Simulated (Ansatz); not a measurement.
Method: frozen-core CCSD(T)/cc-pVTZ // B3LYP-D3(BJ)/def2-TZVP (Ansatz, a program for electronic structure).

Ansatz 0.2 input:
```yaml
crystal:
  periodic: [false, false, false]
  atoms:
    - { symbol: F, position_ang: [1.422295, -0.384398, -0.107131] }
    - { symbol: Si, position_ang: [-0.056612, 0.015292, 0.390562] }
    - { symbol: H, position_ang: [-1.003165, -1.000657, -0.141741] }
    - { symbol: H, position_ang: [-0.362517, 1.369763, -0.141689] }
basis:
  gaussian: { orbitals: cc-pVTZ }
correlation:
  method: ccsd_t
magnetization:
  spin_polarized: true
  initial_magnetization: 1
```

Output:

```
Functional definition: HF
541 factors; integrals over basis functions are off by at most 1.0e-3 eV
mean field evaluation 1: about -10599.9389 eV, gradient 1.8e1 eV
mean field evaluation 2: about -10599.9484 eV, gradient 1.8e1 eV
mean field evaluation 4: about -10601.5094 eV, gradient 1.9e0 eV
mean field evaluation 8: about -10601.5693 eV, gradient 1.4e-3 eV
mean field evaluation 16: about -10601.5532 eV, gradient 2.4e-1 eV
mean field -10601.56928133 eV, -389.6004850870 hartree, gradient 4.8e-6 eV, S^2 0.753620; 0 other end points of the search recorded, 0 dependent functions left out
6 core orbitals not correlated
reference -10601.56928133 eV, -389.6004850870 hartree; 7, 6 occupied and 79, 80 virtual orbitals, 541 factors
second order -9.73510048 eV of doubles, -0.00000000 eV of singles
cycle   1  -9.89219975 eV  change   -1.6e-1 eV  update   7.2e-2
cycle   2  -10.14267301 eV  change   -2.5e-1 eV  update   2.3e-2
cycle   3  -10.21346536 eV  change   -7.1e-2 eV  update   1.3e-2
cycle   4  -10.20571009 eV  change    7.8e-3 eV  update   3.7e-3
cycle   5  -10.20572399 eV  change   -1.4e-5 eV  update   1.8e-3
cycle   6  -10.20656245 eV  change   -8.4e-4 eV  update   5.9e-4
cycle   7  -10.20639003 eV  change    1.7e-4 eV  update   2.5e-4
cycle   8  -10.20642015 eV  change   -3.0e-5 eV  update   7.3e-5
cycle   9  -10.20644954 eV  change   -2.9e-5 eV  update   2.7e-5
cycle  10  -10.20643624 eV  change    1.3e-5 eV  update   1.2e-5
perturbative correction -0.28561324 eV, -0.0104960930 hartree
Total energy: -10612.06133081 eV, -389.9860607936 hartree
```

Cost: about 3 core-seconds (a rough figure).
